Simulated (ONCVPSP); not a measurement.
## N: one change to an ONCV potential, before and after

| Property | Result |
| --- | --- |
| Element | nitrogen |
| Generator | ONCVPSP 4.0.1 |
| Type | optimised norm-conserving Vanderbilt (ONCV) |
| Functional | PBE |
| Relativity | scalar-relativistic |
| Frozen core | [He] |
| Valence charge | 5 |
| Reference configuration | 2s2 2p3 |
| Partial waves | 2s: rc 0.75 bohr, ncon 3, nbas 6, qcut 9.5 1/bohr, 2 projectors, debl 2.9 Ha; 2p: rc 1.90 bohr, ncon 4, nbas 8, qcut 7.4 1/bohr, 1 projector |
| Local potential | polynomial inside 0.50 bohr (lpopt 5, dvloc0 2 Ha) |
| Core correction | polynomial model core, fcfact 0.55 |

All-electron outer shells of the reference configuration (PBE, scalar-relativistic, ld1.x):

```tsv
shell	level (eV)	outermost node (bohr)	outermost maximum (bohr)
1s	-384.72	–	0.15
2s	-18.58	0.32	1.02
2p	-7.09	–	0.98
```

Change: all radii but the core radius scaled by about 0.85 (s 0.64, p 1.62 bohr); local potential polynomial inside 0.42 bohr (lpopt 5, dvloc0 2 Ha).

Cutoffs: the cutoffs (Ha) at which the residual kinetic energy of the hardest occupied pseudo-wave falls to 1 and 0.1 mHa per electron; they do not see the model core or the augmentation charge, which bear on the density cutoff. Errors are all-electron minus pseudo energies relative to the spin-unpolarised reference configuration.

**Question.** How do hardness, ghosts and transferability respond?

**Answer.** The potential gets harder (30 Ha and 40 Ha → 121 Ha and 349 Ha); a bound ghost appears in s, which as a rule spoils a file; of the 4 tests that both files solve, the error grows in 0 and shrinks in 4 by more than 15 % and 0.3 meV (median size 170.8 → 107.3 meV). A smaller radius makes the pseudo-wave follow the all-electron one further in, where it bends more sharply, so more plane waves are needed. Less of the atom is replaced, so other configurations are described better.

```tsv
quantity	base	changed
cutoff, loose	30 Ha	121 Ha
cutoff, tight	40 Ha	349 Ha
loose cutoff by channel	s 30 Ha, p 18 Ha	s 121 Ha, p 21 Ha
bound ghosts	none	s
GHOST(+) flags under 300 eV	none	none
error for 2s2 2p2, meV [ΔE 13.59 eV]	+31	+18
error for 2s2 2p1, meV [ΔE 42.44 eV]	+310	+196
error for 2s2 2p0, meV [ΔE 89.53 eV]	+1331	+884
error for 2s1 2p4, meV [ΔE 11.51 eV]	-3.1	0.0
rms error of d²Exc/dni dnj with the model core, mHa	1.58	1.59
```

 A true bound ghost makes a file unfit for plane-wave use even where its test errors are small: the radial tests pick states by their node count and pass the ghost by.
